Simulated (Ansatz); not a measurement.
The cluster Ge₄O₅, relaxed as a singlet with RKS PBE-D4/def2-SVP in Ansatz, starting from the GFN2-xTB geometry. Force threshold 0.02 eV/Å.

The structure comes from a short search, and lower isomers may exist.

Start:

```xyz
9

Ge    0.240   -2.284    1.085
Ge   -0.484    0.730   -2.381
Ge   -1.129    0.472    0.644
Ge    1.914    0.575    0.103
O    -1.258   -1.125    1.177
O    -1.700    0.712   -0.928
O    -0.038    1.470    1.286
O     1.446   -1.185    0.550
O     1.009    0.634   -1.536
```

```csv
step,energy (eV),largest force component (eV/Å),SCF passes
1,-236232.8952,3.292,24
2,-236233.3664,1.623,27
3,-236233.5328,0.534,27
4,-236233.5579,0.446,23
5,-236233.6077,0.707,28
6,-236233.6434,0.242,23
7,-236233.7248,0.644,28
8,-236233.7830,0.424,23
9 (rejected),-236233.7306,1.748,28
10,-236233.8691,0.323,29
11,-236233.9371,0.526,23
13,-236234.1435,0.787,28
15,-236234.2218,0.271,23
17,-236234.3190,0.460,27
19,-236234.4162,0.222,27
21,-236234.4316,0.123,22
23,-236234.4433,0.145,22
25,-236234.4513,0.124,21
27,-236234.4543,0.081,22
29,-236234.4560,0.026,22
31,-236234.4566,0.026,21
32,-236234.4567,0.012,22
```

Force components are those of the run's own axes.

End:

```xyz
9

Ge    0.276   -2.283    1.537
Ge   -1.767    1.240   -2.490
Ge   -0.356    0.249   -0.478
Ge    2.069    0.639    1.722
O    -0.586   -1.376    0.202
O    -1.894    1.202   -0.637
O     0.944    1.121    0.361
O     1.513   -1.059    2.071
O    -0.199    0.266   -2.288
```

Bonds lost: Ge4–O9 (atoms count from 1). Bonds formed: Ge2–Ge3, Ge3–O9, Ge4–O7 (atoms count from 1). The end is the same structure that another start reached, the lowest one found.

The force fell under the threshold at step 30, but the optimiser went on. No frequencies were taken in this run, so the end may be a saddle point.

Hardware: 4 threads of Arm Neoverse V2 on a shared host. Wall time 94 s.
